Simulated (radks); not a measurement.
The numbers below are computed, except where a source is named.
Task: These are the eigenvalues of the occupied orbitals of an atom or ion with whole-number occupations (eV). Level of theory: Dirac Kohn-Sham, exchange-only B88, spin-unpolarised, spherical densities, finite nucleus; Fermi nuclear charge, rms radius of each element as measured or else 0.836 A^(1/3) + 0.57 fm (a radial shooting solver on a logarithmic mesh with Libxc functionals).

orbital  eigenvalue
1s1/2     -78295.63
2s1/2     -13758.04
2p1/2     -13191.41
2p3/2     -11462.07
3s1/2     -3243.328
3p1/2     -2988.003
3p3/2     -2607.873
3d3/2     -2181.050
3d5/2     -2099.104
4s1/2     -709.0701
4p1/2     -600.5851
4p3/2     -510.0173
4d3/2     -331.9508
4d5/2     -315.1097
5s1/2     -117.2421
4f5/2      -87.6305
4f7/2      -84.1746
5p1/2      -82.4482
5p3/2      -67.2533
5d3/2      -20.8227
5d5/2      -19.2638
6p1/2       -9.3667

Which element is it, and in what charge state? The configuration may be excited. Open shells, if any, fill j = l - 1/2 first.

Result: Z = 78, platinum, charge +1: Pt+ in [Xe] 4f14 5d7 6p2. The list shows which subshells hold electrons but not how many an open one holds; the 1s level, -2877.3 hartree, gives Z - s = 75.9 by -(Z - s)^2/2, which with screening and relativity narrows Z to a few neighbours, and the depths of the outer levels then fix element, charge and occupations together.
